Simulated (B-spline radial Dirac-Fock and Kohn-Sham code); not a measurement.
Dipole and non-dipole photoemission parameters of F 2p1/2

System: the F atom, 1s2 2s2 2p5; threshold 16.00 eV (orbital energy of the model). Model: Dirac-Hartree-Slater photoionisation with a Latter tail; cross sections with all multipoles, angular parameters from the dipole term and its interference with E2. Program: a radial finite-basis atomic code.

Input file task.json (cfg lists n, l and occupation; rrms is the nuclear radius in fm):

```json
{"items": [{
  "Z": 9,
  "q": 0,
  "cfg": [[1, 0, 2], [2, 0, 2], [2, 1, 5]],
  "A": 19,
  "rrms": 2.8976,
  "do": "xps",
  "hv": [52.0, 100, 123.0, 127.0, 144.0, 267.0, 342.0, 751.0, 784.0, 800, 1000, 1440.0, 1486.9, 1500.0, 1610.0, 1920.0, 4000, 4020.0, 4320.0, 4700.0, 5414.7, 7090.0, 8047.8, 8970.0, 9040.0, 12200.0, 12500.0, 12900.0, 15000],
  "edges": {"K": 696.7}
}]}
```

Command: `python xray2_run.py task.json out`

For linearly polarised light dσ/dΩ = σ/(4π) [1 + β P₂(cos θ) + (δ + γ cos²θ) sin θ cos φ], with θ from the polarisation vector and φ the angle between the beam and the projection of the electron momentum on the plane normal to the polarisation.

```csv
hν (eV),σ (kb),β,γ,δ
52,2150,1.309,0.028,0.008
100,701,1.485,0.075,0.010
123,431,1.496,0.100,0.011
127,399,1.496,0.104,0.011
144,291,1.491,0.122,0.012
267,54.3,1.362,0.220,0.018
342,26.0,1.273,0.262,0.023
751,2.19,0.917,0.396,0.050
784,1.90,0.896,0.403,0.052
800,1.77,0.886,0.406,0.053
1000,0.834,0.778,0.437,0.066
1440,0.236,0.620,0.484,0.093
1486.9,0.211,0.607,0.489,0.096
1500,0.204,0.603,0.490,0.096
1610,0.159,0.576,0.500,0.102
1920,?,?,?,?
4000,0.00552,0.290,0.675,0.204
4020,0.00541,0.289,0.676,0.205
4320,0.00410,0.271,0.691,0.215
4700,0.00295,0.250,0.708,0.227
5414.7,0.00170,0.219,0.738,0.249
7090,0.000588,0.166,0.802,0.295
8047.8,0.000355,0.143,0.834,0.318
8970,0.000230,0.125,0.863,0.340
9040,0.000223,0.124,0.865,0.341
12200,6.68e-05,0.082,0.949,0.406
12500,6.06e-05,0.079,0.956,0.412
12900,5.33e-05,0.076,0.965,0.420
15000,2.89e-05,0.061,1.014,0.456
```

Task: Give the values at 1920 eV.

Result: σ = 0.0850 kb, β = 0.513, γ = 0.528, δ = 0.118.

Values without a named source are computed, but for edge energies of neutral atoms, which are taken from tables.
